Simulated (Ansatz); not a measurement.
System: H2SiO, charge 0, singlet. H2SiO (oxosilane, SMILES O=[SiH2]).
B3LYP-D3(BJ)/def2-TZVP minimum from Ansatz (a program for electronic structure):
```xyz
4

Si     0.0729    -0.4313    -0.0029
O     -0.1804     1.0669     0.0071
H     -0.9986    -1.4531    -0.0255
H      1.4209    -1.0442     0.0090
```

Hartree-Fock and CCSD correlation energies in hartree (Ansatz). Radicals and triplets start from unrestricted determinants; spin-orbit coupling is neglected. Correlated methods leave the cores frozen. No relativity. The T1 diagnostic of H2OSi (O=[SiH2], singlet) reaches 0.025 in the sets run.

```
basis        X       E(HF)  E(corr, CCSD)
-----------  -  ----------  -------------
cc-pV(T+d)Z  3  -364.98686       -0.37197
cc-pV(Q+d)Z  4  -364.99721       -0.39561
cc-pV(5+d)Z  5  -364.99970       withheld
```

Task: Fit E(corr) = E∞ + A/X³ to X = 3 and 4, predict X = 5, and compare with the run.

Result: A = (-0.37197 - (-0.39561))/(1/27 - 1/64) = 1.1041; E∞ = -0.39561 - A/64 = -0.41286; at X = 5, E∞ + A/125 = -0.40403. The run gave -0.40408, 0.05 mEh below the prediction. The same form on X = 4 and 5 gives E∞ = -0.41297, 0.11 mEh below the first estimate.
